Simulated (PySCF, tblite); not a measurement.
Isomers of C3H10N2Si3, one GFN2-xTB conformer each. Single-point energies are computed at PBE0/pcSseg-1 (PySCF, gas phase, no added dispersion term), electronic only.

**Question.** Rank them by PBE0/pcSseg-1 energy, lowest first (kJ/mol).
A. `[CH3:1][NH:2][Si:3]1([C:4]#[N:5])[SiH2:6][CH2:7][SiH2:8]1` with C1–N2–Si3–C4 -178°
B. `[CH2:1]=[CH:2][SiH2:3][N:4]([SiH3:5])[SiH2:6][C:7]#[N:8]` with C1–C2–Si3–N4 -1°, C2–Si3–N4–Si5 100°, Si3–N4–Si6–C7 13°

**Answer.** B (0.0), A (33.5).

As drawn, the lower has a C=C bond outside aromatic rings, which the higher lacks; the higher has a four-membered ring, an N–H bond and an Si–Si bond, which the lower lacks. GFN2-xTB itself gives, in the same order: 0.0, 182.0. Both levels put the same isomer lowest.

**Question.** Which frontier levels, dipoles and rotational constants go with these structures?

**Answer.** 
```csv
SMILES,"HOMO (eV, PBE0/pcSseg-1)",LUMO (eV),dipole (D),"A, B, C (MHz)"
C=C[SiH2]N([SiH3])[SiH2]C#N,-7.89,-0.96,3.19,"1430, 1016, 737.5"
CN[Si]1(C#N)[SiH2]C[SiH2]1,-6.79,-1.64,4.14,"1232, 945.6, 798.1"
```

**Question.** What happens when harmonic zero-point energies from GFN2-xTB frequencies are added?

**Answer.** 
| SMILES | ZPE (kJ/mol) | electronic (kJ/mol) | with ZPE (kJ/mol) |
| --- | --- | --- | --- |
| C=C[SiH2]N([SiH3])[SiH2]C#N | 295.4 | 0.0 | 0.0 |
| CN[Si]1(C#N)[SiH2]C[SiH2]1 | 317.5 | 33.5 | 55.6 |

The zero-point energies span 22.1 kJ/mol. The order is unchanged.
